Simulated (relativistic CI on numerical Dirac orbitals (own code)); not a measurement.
Calculated levels, Ir I

Method of calculation: Dirac-Coulomb-Breit CI, orbitals from a KLI potential per configuration, a model potential for QED, valence Slater integrals scaled by 0.85, P86 correlation estimate, and configurations built on the next ion tied to the tabulated ionisation energy (semi-empirical) (own radial code, finite nucleus).

Configurations in the expansion (outside the closed core [Xe] 4f14): 5d7 6s2, 5d8 6s, 5d7 6s 6p, 5d9, 5d6 6s2 6p, 5d8 6p, 5d7 6s 6d, 5d7 6s 7s, 5d7 6s 7p, 5d7 6s 7d, 5d7 6s 8s, 5d7 6s 6f, 5d7 6s 7f, 5d7 6p2, 5d8 6d, 5d8 7s, 5d8 7p, 5d5 6s2 6p2, 5d7 6s 8p, 5d7 6s 5f, 5d7 6s 8d, 5d7 6s 5g, 5d7 6d2, 5d6 6s2 8s. Levels of other configurations are missing.

The lowest level is 5d7 6s2 4F_9/2, with 82 % of that term; Hund's rules for 5d7 6s2 give 4F with J = 9/2, in agreement.

```csv
No.,Configuration,Term,J,E (eV),%,Next component (%),Landé g,Lifetime (s)
1,5d7 6s2,4F,9/2,0.0000,82,13 2G,1.300,
2,5d7 6s2,2P,3/2,0.6645,36,19 2D,1.085,
3,5d7 6s2,4F,5/2,0.7905,37,28 2D,1.150,1.58e+02
4,5d7 6s2,4F,7/2,0.7989,92,4 2G,1.224,1.23e-01
5,5d8 6s,4F,9/2,0.8784,95,3 2G,1.327,
6,5d8 6s,4F,7/2,1.3284,76,18 2F,1.212,6.91e-01
7,5d7 6s2,4F,3/2,1.3657,48,19 4P,0.881,1.87e-01
8,5d7 6s2,4F,5/2,1.4747,46,16 5d8 6s 2D,1.144,1.97e-01
9,5d7 6s2,2P,1/2,1.6805,51,28 4P,1.255,1.41e-01
10,5d7 6s2,2G,9/2,1.6915,57,21 2H,1.099,8.08e-02
11,5d7 6s2,4P,5/2,1.7633,59,26 5d8 6s 4F,1.407,2.15e-01
12,5d8 6s,4F,3/2,1.7856,40,28 2D,0.644,
13,5d8 6s,4F,5/2,1.9468,52,19 5d7 6s2 4P,1.159,2.15e-01
14,5d8 6s,2F,7/2,2.0697,49,18 5d7 6s2 2G,1.109,1.40e-01
15,5d7 6s2,2G,7/2,2.2623,56,16 5d8 6s 2G,0.963,1.57e-01
16,5d8 6s,4P,5/2,2.3568,61,27 5d9 2D,1.458,
17,5d7 6s2,2H,11/2,2.3837,96,3 5d7 6p2 2H,1.091,8.62e-01
18,5d8 6s,4F,3/2,2.4172,36,33 5d7 6s2 4P,1.024,
19,5d8 6s,2F,5/2,2.6428,46,24 5d7 6s2 2F,0.979,
20,5d7 6s2,4P,1/2,2.6606,60,13 5d8 6s 2P,2.117,9.50e-02
21,5d8 6s,4P,3/2,2.7500,58,15 5d7 6s2 4P,1.520,1.08e-01
22,5d8 6s,4P,1/2,2.7873,82,7 5d7 6s2 4P,2.565,
23,5d9‡,2D,3/2,2.8384,35,31 5d8 6s 4P,1.197,
24,5d7 6s2,2D,5/2,2.9024,54,21 5d9 2D,1.183,
25,5d7 6s2,2H,9/2,3.1248,67,18 5d8 6s 2G,0.974,
26,5d7 6s 6p,6D°,9/2,3.2973,57,24 6F°,1.485,7.28e-07
27,5d7 6s2,2D,3/2,3.4223,46,21 5d9 2D,0.852,
28,5d7 6s 6p,6F°,11/2,3.5286,70,17 6G°,1.413,7.55e-07
29,5d8 6s,2D,5/2,3.5800,35,28 5d7 6s2 2F,1.126,
30,5d8 6s,2G,9/2,3.7134,72,15 5d7 6s2 2G,1.099,
31,5d8 6s,2D,3/2,3.7147,31,18 2P,0.938,
32,5d8 6p‡,4D°,7/2,3.7285,58,10 4F°,1.382,2.43e-08
33,5d8 6s,2G,7/2,3.7682,79,13 5d7 6s2 2G,0.901,
34,5d7 6s 6p,6D°,7/2,3.7924,42,27 6F°,1.452,7.29e-07
35,5d7 6s 6p,4P°,3/2,3.8621,21,18 5d8 6p 4P°,1.562,8.76e-08
36,5d7 6s 6p,4P°,5/2,3.9458,17,15 5d8 6p 4D°,1.432,1.08e-07
37,5d8 6p‡,4F°,9/2,3.9807,21,19 5d7 6s 6p 6F°,1.367,4.71e-08
38,5d7 6s 6p,6G°,13/2,3.9897,90,9 4H°,1.370,
39,5d7 6s 6p,6G°,9/2,4.0696,21,18 5d8 6p 4F°,1.269,2.73e-08
40,5d7 6s 6p,6G°,11/2,4.1866,27,26 4G°,1.305,4.20e-08
41,5d7 6s 6p,6F°,5/2,4.2302,42,14 6D°,1.329,6.48e-08
42,5d7 6s2,2F,7/2,4.2594,80,10 5d8 6s 2F,1.130,
43,5d7 6s 6p,4P°,1/2,4.2616,21,19 5d8 6p 2P°,1.709,3.93e-08
44,5d7 6s 6p,4D°,7/2,4.2741,22,19 6F°,1.339,4.63e-08
45,5d8 6s,2F,5/2,4.2769,31,29 5d7 6s2 2F,0.987,
46,5d8 6p‡,2G°,9/2,4.2853,41,19 4F°,1.192,1.49e-08
47,5d8 6p‡,4D°,5/2,4.2997,20,15 5d7 6s 6p 6D°,1.308,2.88e-08
48,5d8 6p‡,2F°,7/2,4.3610,21,17 4D°,1.274,1.59e-08
49,5d7 6s 6p,6F°,3/2,4.4058,42,12 4D°,1.134,6.95e-08
50,5d8 6p‡,4G°,11/2,4.4167,61,21 5d7 6s 6p 6G°,1.294,1.39e-08
51,5d8 6p‡,4D°,5/2,4.4437,18,12 2F°,1.273,2.65e-08
52,5d7 6s 6p,6G°,7/2,4.4626,20,17 4D°,1.312,2.97e-08
53,5d7 6s 6p,6F°,1/2,4.4662,22,16 5d8 6p 4D°,0.448,2.77e-08
54,5d7 6s 6p,6G°,9/2,4.5925,28,24 6F°,1.288,5.48e-08
55,5d7 6s 6p,6D°,5/2,4.5982,29,22 6G°,1.298,5.76e-08
56,5d7 6s 6p,4D°,3/2,4.6008,20,17 5d8 6p 4D°,0.989,5.13e-08
57,5d7 6s 6p,6S°,5/2,4.7236,37,21 6G°,1.466,7.64e-08
58,5d7 6s 6p,6F°,1/2,4.7243,44,14 4D°,0.506,1.65e-07
59,5d7 6s 6p,6G°,3/2,4.7272,28,21 6D°,0.956,1.01e-07
60,5d8 6s,2P,1/2,4.7434,52,29 5d7 6s2 2P,0.877,
61,5d7 6s 6p,6G°,7/2,4.7717,33,13 5d8 6p 2F°,1.237,5.96e-08
62,5d7 6s 6p,6D°,3/2,4.7957,37,14 5d8 6p 4D°,1.509,5.15e-08
63,5d7 6s 6p,6S°,5/2,4.8068,17,16 6F°,1.402,1.09e-07
64,5d7 6s 6p,4F°,7/2,4.8220,15,15 4D°,1.311,4.12e-08
65,5d8 6p‡,4G°,5/2,4.8690,22,15 4F°,1.018,2.08e-08
66,5d8 6p‡,2D°,3/2,4.8889,25,24 5d7 6s 6p 6G°,0.776,3.53e-08
67,5d7 6s 6p,4D°,1/2,4.8966,24,23 5d8 6p 4D°,1.019,3.62e-08
68,5d8 6p‡,4G°,7/2,4.9019,43,13 2F°,1.070,2.26e-08
69,5d8 6s,2P,3/2,4.9373,39,24 5d7 6s2 2P,1.168,
70,5d7 6s 6p,6D°,1/2,4.9482,59,12 5d6 6s2 6p 6D°,2.692,3.06e-07
```

Energies count from the lowest computed level; ° marks odd parity; lifetimes are radiative, by E1, M1, E2 decay to levels of this space only; some are left blank where a channel outside the calculation adds to the decay or the decay crosses a small, uncertain gap. ‡ marks configurations that were not tied to measured data.

The mean weight of the leading LS term, summed over parents, in these 70 levels is 45 %, and that of the leading jj configuration (from the same eigenvectors) 43 %.

Configurations that consist of the next ion and one excited electron were tied to the tabulated ionisation energy; Rydberg ones are usually within 1,000 to 3,000 cm⁻¹ and the lowest ones within about 6,000 (9,000 in d shells), while levels on excited terms of the next ion carry the error of that term, and the other configurations can be misplaced by 10,000 cm⁻¹ or more. Rates follow the energies as ν³ (E1, M1) or ν⁵ (E2), so rates, branching and lifetimes can be off by large factors. The fine structure of a lone outer electron comes out too small, for d and f at times inverted, and misplaced configurations move strength between like terms. 11 of the 40 excited levels that our extract of the measured tables holds in this range could be paired (the sources list more); they are missed by 3035 cm⁻¹ on average and 6508 at most, and levels without a partner can miss by more. Some levels of the ground configuration have no partner and can miss by 10 % or more.

LS names give the leading component of a level, which can be under half, so a name can repeat, a term be missing and a line seem to break the LS rules.
